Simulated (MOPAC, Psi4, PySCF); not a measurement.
Two rigid molecules brought together: HCl ··· CH3Br (SMILES Cl and CBr), singlet. Monomers: optimised at B3LYP-D3(BJ) (def2-TZVP), held rigid. Orientation: a random orientation, not optimised. Only R, the distance of the centres of mass, is varied, so the lowest point isn't the relaxed dimer.

Geometry at R = 4.05 Å (first 2 atoms: monomer A):
```
7

Cl     0.6410     0.0000     0.0000
H     -0.6410     0.0000     0.0000
C      2.3956    -2.0705     3.7395
Br     1.6782    -0.2526     3.8482
H      2.2482    -2.4220     2.7245
H      1.8505    -2.6820     4.4498
H      3.4496    -2.0233     3.9895
```

Methods: BLYP-D3(BJ)/def2-TZVP, counterpoise-corrected (Psi4); RHF/6-31G* = restricted Hartree-Fock/6-31G*, spherical d, no counterpoise correction (PySCF); PM3, restricted, heats of formation (MOPAC); RKS-B3LYP/6-31G* = restricted B3LYP/6-31G*, spherical d, no counterpoise correction (PySCF); RMP2/6-31G* = restricted MP2 (frozen core)/6-31G*, spherical d, no counterpoise correction (PySCF).

Interaction energies in kJ/mol (negative: bound); R is the distance of the centres of mass, d the Cl1···H5 distance.

```csv
R / Å,d / Å,BLYP-D3(BJ)/def2-TZVP,RHF/6-31G*,PM3,RKS-B3LYP/6-31G*,RMP2/6-31G*
3.48,3.51,5.31,14.80,1.67,10.84,8.16
3.67,3.67,1.42,8.60,1.05,6.13,3.84
3.86,3.82,-0.33,5.08,0.55,3.58,1.68
4.05,3.98,-0.98,3.06,0.22,2.21,0.65
4.26,4.16,-1.07,1.80,0.02,1.40,0.15
4.44,4.32,-0.94,1.17,-0.07,1.02,-0.03
4.75,4.59,-0.65,0.60,-0.10,0.68,-0.11
5.09,4.90,-0.41,0.35,-0.09,0.48,-0.07
5.53,5.30,-0.26,0.22,-0.05,0.33,-0.01
6.22,5.94,-0.17,0.13,-0.02,0.16,0.02
7.26,6.92,-0.08,0.06,0.00,0.06,0.02
8.55,8.16,-0.03,0.02,0.00,0.02,0.00
```

Lowest grid point: BLYP-D3(BJ)/def2-TZVP -1.07 kJ/mol at R = 4.26 Å; RHF/6-31G* 0.02 kJ/mol at R = 8.55 Å; PM3 -0.10 kJ/mol at R = 4.75 Å; RKS-B3LYP/6-31G* 0.02 kJ/mol at R = 8.55 Å; RMP2/6-31G* -0.11 kJ/mol at R = 4.75 Å.
